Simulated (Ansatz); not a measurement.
Reaction (formal exchange of groups at the Si–C bond): `N[SiH2]C=O` + `FC(Cl)Cl` → `N[SiH2]C(Cl)Cl` + `O=CF`

Gas-phase electronic energies from Ansatz, PBE0-D4/def2-TZVP geometries. CBS: MP2 limit from def2 TZ/QZ plus the TZ coupled-cluster correction, frozen cores. This one scheme is used for every species. One conformer a species, not always the lowest.

```
         species  MP2/def2-QZVPP energy (Eh)
    `N[SiH2]C=O`                  -459.90774
      `FC(Cl)Cl`                 -1057.85600
`N[SiH2]C(Cl)Cl`                 -1304.26723
          `O=CF`                  -213.54041
```

Task: Work out ΔE.

Result: ΔE = (-1304.26723) + (-213.54041) − (-459.90774) − (-1057.85600) = -0.04390 Eh = -115.3 kJ/mol. CCSD(T)/CBS gives -104.9 kJ/mol.

Largest T1 diagnostic among the species: 0.016.

The D4 term adds −6.3 kJ/mol with B3LYP and −3.7 kJ/mol with PBE0; it sums over pairs of atoms, weighted by their polarisabilities, and B3LYP, whose exchange is more repulsive, gets the larger term. In def2-TZVPP, CCSD(T) changes the Hartree–Fock value by −6.3 kJ/mol (the triples alone add −1.8 kJ/mol) and MP2 by −16.3 kJ/mol.

B3LYP here is the variant with VWN-RPA as its local correlation; programs differ in this.
